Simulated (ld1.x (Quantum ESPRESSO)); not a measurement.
Cd: one change to an ultrasoft potential, before and after

- Element: cadmium
- Generator: ld1.x (Quantum ESPRESSO) 7.5
- Type: ultrasoft
- Functional: LDA (PZ)
- Relativity: non-relativistic
- Frozen core: [Kr]
- Valence charge: 12
- Reference configuration: 4d10 5s0.5 5p0 (charge +1.5)
- Partial waves: 5s (bound): rcut 1.70, rcutus 2.20 bohr; 5s channel at 2.75 Ry: rcut 1.70, rcutus 2.20 bohr; 5p (bound, empty): rcut 2.45, rcutus 2.70 bohr; 5p channel at 0.9 Ry: rcut 2.45, rcutus 2.70 bohr; 4d (bound): rcut 1.50, rcutus 1.95 bohr; 4d channel at -0.85 Ry: rcut 1.50, rcutus 1.95 bohr
- Local potential: all-electron potential smoothed inside 2.00 bohr (lloc = -2)
- Core correction: Bessel-smoothed model core, default radius (core density twice the valence density)
- Augmentation charge: PSQ, inside the norm-conserving radii

Change: waves 5p (bound): rcut 2.45, rcutus 3.48 bohr; 5p channel at 0.9 Ry: rcut 2.45, rcutus 3.48 bohr.

Cutoffs: the cutoffs (Ry, on a coarse ladder) from which the occupation-weighted sum of valence levels, in a spherical-Bessel basis at the reference potential, stays within 10 and 1 mRy of its value at 400 Ry; they do not see the model core or the augmentation charge, which bear on the density cutoff. Errors are all-electron minus pseudo energies relative to the spin-unpolarised reference configuration.

**Question.** Predict the effect on cutoff, ghosts and configuration errors.

**Answer.** The potential gets neither clearly harder nor softer (30 Ry and 50 Ry → 30 Ry and 50 Ry); of the 8 tests that both files solve, the error grows in 3 and shrinks in 0 by more than 15 % and 0.3 meV (median size 0.6 → 0.7 meV); neither file shows a bound ghost at the reference potential, the only one tested. More of the atom is replaced by a form fitted at one configuration, so other configurations suffer.

| quantity | base | changed |
| --- | --- | --- |
| cutoff, loose | 30 Ry | 30 Ry |
| cutoff, tight | 50 Ry | 50 Ry |
| bound ghosts | none | none |
| tests counted (converged, no solver errors) | 8 of 9 | 8 of 9 |
| error for 4d10 5s2 5p0, meV [ΔE -16.41 eV] | -1.0 | -1.0 |
| error for 4d10 5s1 5p0, meV [ΔE -7.33 eV] | -0.3 | -0.3 |
| error for 4d10 5s0 5p0, meV [ΔE 9.30 eV] | -0.5 | -0.5 |
| error for 4d10 5s0 5p2, meV [ΔE -7.63 eV] | -1.9 | -7.6 |
| error for 4d9 5s2 5p1, meV [ΔE -2.91 eV] | -71 | -102 |
| error for 4d10 5s0 5p1, meV [ΔE -2.10 eV] | -0.8 | -3.9 |
| error for 4d10 5s0.5 5p0 (spin-polarised), meV [ΔE -0.06 eV] | -0.1 | -0.1 |
| error for 4d10 5s1 5p0 (spin-polarised), meV [ΔE -7.53 eV] | -0.2 | -0.2 |
| lowest overlap eigenvalue by channel | s 0.70, p 0.55, d 0.31 | s 0.70, p 0.45, d 0.31 |

Base: Tests not counted: 4d8 5s0 5p0 (solver errors, printed error -676 eV). Changed file: Tests not counted: 4d8 5s0 5p0 (solver errors, printed error -676 eV).
